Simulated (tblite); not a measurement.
C₆H₉FN (doublet state).
Numbering: `[CH3:1][CH2:2]/[N:3]=[C:4]1/[CH2:5][CH:6][C@H:7]1[F:8]` (hydrogens: H9, H10, H11 on C1; H12, H13 on C2; H14, H15 on C5; H16 on C6; H17 on C7)

Structure optimised with GFN2-xTB, isolated species. This method treats the open shell by occupation alone, without spin polarisation.

(1) Give the optimised bond lengths and angles.

Answers

(1) 
```csv
bond,length (Å),order
C1–C2,1.525,single
C2–N3,1.436,single
N3=C4,1.244,double
C4–C5,1.505,single
C5–C6,1.499,single
C6–C7,1.482,single
C7–F8,1.386,single
C4–C7,1.542,single
"C1–H9, C1–H10, C1–H11",1.087,single
C2–H12,1.098,single
C2–H13,1.095,single
C5–H14,1.094,single
C5–H15,1.093,single
C6–H16,1.072,single
C7–H17,1.100,single
```

Bonds in one row agree within 0.01 Å and their mean is given. Orders are formal, as drawn. A selection of angles:
```csv
angle,degrees
C1–C2–N3,109.1
C2–N3–C4,122.8
N3–C4–C5,131.8
N3–C4–C7,136.1
C5–C4–C7,91.5
C4–C5–C6,86.6
C5–C6–C7,94.1
C6–C7–F8,117.5
C4–C7–C6,85.8
C4–C7–F8,118.2
```

Dihedral angles: C1–C2–N3–C4 -129° (anticlinal); C2–N3–C4–C5 -173° (antiperiplanar); N3–C4–C5–C6 162° (antiperiplanar); C4–C5–C6–C7 11° (synperiplanar); C5–C6–C7–F8 -130° (anticlinal); N3–C4–C7–C6 -161° (antiperiplanar).

Of the pairs four or more bonds apart, C7···H12 is among the closest relative to their van der Waals radii: 2.74 Å, 94 % of the sum of Bondi's values. The 2 C–N bonds span 1.244 Å (N3=C4, drawn double) to 1.436 Å (C2–N3, drawn single), a spread of 0.192 Å. C6 (carbon bonded to 2 C and H) has angles 128.3°, 127.1° and 94.1°, sum 349.4°, 0.24 Å off the plane of its three neighbours. The 4-membered ring C4–C5–C6–C7 has internal angles of 85.8° to 94.1°; it is puckered, 0.07 Å rms from its mean plane, widest ring torsion 11°. C4 (carbon bonded to 2 C and N) is planar (angles 136.1°, 131.8° and 91.5°, sum 359.4°, 0.06 Å off the plane of its three neighbours). The 5 C–C bonds span 1.482 Å (C6–C7, drawn single) to 1.542 Å (C4–C7, drawn single), a spread of 0.060 Å.

Point group: C1 (no symmetry element, even within 0.4 Å). Its GFN2-xTB frequencies are all real (lowest 39 cm⁻¹).

One conformer stands for the species.

These are computed values.
